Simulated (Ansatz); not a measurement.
`[SiH3][SiH]1[O][AlH]1` + H₂ → `[O]1[AlH][SiH2]1` + SiH₄ at 400 K and 1 bar (hydrogenolysis of the Si–Si bond).

Gas-phase electronic energies from Ansatz, PBE0-D4/def2-TZVP geometries. CCSD(T)/CBS is the MP2 limit (def2-TZVPP, def2-QZVPP) plus CCSD(T) − MP2 in def2-TZVPP, frozen cores. This one scheme is used for every species.

| species | CCSD(T)/CBS energy (Eh) | H − E (kJ/mol) | S (J/(mol·K)) |
| --- | --- | --- | --- |
| `[SiH3][SiH]1[O][AlH]1` | -898.36956 | 150.2 | 381.5 |
| H₂ | -1.17544 | 38.0 | 139.0 |
| `[O]1[AlH][SiH2]1` | -608.08762 | 94.0 | 304.2 |
| SiH₄ | -291.46306 | 96.9 | 218.6 |

H − E and S are ideal-gas, rigid-rotor, harmonic terms from PBE0-D4/def2-TZVP, for one conformer and one mirror image of each species. For small species the MP2-based limit differs from directly extrapolated CCSD(T) by up to some mEh (0.8 for H₂); such offsets cancel only in part. 1 Eh = 2625.50 kJ/mol, R = 8.31446 J/(mol·K).

**Question.** By hand: ΔE, ΔH, ΔS and ΔG.

**Answer.** ΔE = (-608.08762) + (-291.46306) − (-898.36956) − (-1.17544) = -0.00568 Eh = -14.9 kJ/mol. Δ(H − E) = 94.0 + 96.9 − 150.2 − 38.0 = 2.7, so ΔH = -12.2 kJ/mol. ΔS = 304.2 + 218.6 − 381.5 − 139.0 = 2.3 J/(mol·K). ΔG = -12.2 − 400 × (2.3)/1000 = -13.1 kJ/mol.

**Question.** By hand: the equilibrium constant, and the temperature at which ΔG would vanish if ΔH and ΔS stayed fixed.

**Answer.** log₁₀ K = −ΔG/(RT ln 10) = 1.7. ΔH and −TΔS have one sign here, so there is no such temperature.

The number of gas molecules stays the same, so ΔS is small and ΔH decides. A doubt of 5 kJ/mol in ΔE shifts log₁₀ K by 0.7 here. Other conformers and mirror images would add mixing entropy, several J/(mol·K) or more a flexible species. These are equilibria of isolated gas molecules and say nothing of rates. Largest T1 diagnostic: 0.016 (customary marks: 0.02 for closed shells, 0.045 for open ones).

ΔS is within the doubt of such terms, so its sign, and with it that verdict, could turn.
